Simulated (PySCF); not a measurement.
FH₂NSi, SMILES N[Si]F (connectivity only; charge and spin as stated), neutral, multiplicity 1. Atoms are numbered in the order given.

```xyz
5

Si     0.6264    -0.0978     0.0000
F     -0.5336    -1.2317     0.0000
N     -0.3705     1.2817     0.0000
H     -1.3808     1.2668     0.0000
H      0.0070     2.2165     0.0000
```
Charge 0, spin multiplicity 1.

Geometry: PBE0-D3(BJ)/def2-TZVP. Other conformers were not sampled.

Level of theory: HF/pcSseg-2 in PySCF.

GIAO shieldings, no solvent; atoms listed in one row are averaged. δ = σ(ref) − σ: ²⁹Si against TMS (σ = 383.2 ppm); ¹⁹F against CFCl3 (σ = 237.3 ppm); ¹⁵N against NH3 (σ = 262.2 ppm); ¹H against TMS (σ = 31.98 ppm), references at their B3LYP-D3(BJ)/def2-TZVP geometries, non-relativistic.

| nucleus | atoms | count | δ (ppm) |
|---|---|---|---|
| ²⁹Si | Si1 | 1 | 96.7 |
| ¹⁹F | F2 | 1 | -25.7 |
| ¹⁵N | N3 | 1 | 109.9 |
| ¹H | H4 | 1 | 3.98 |
| ¹H | H5 | 1 | 3.82 |
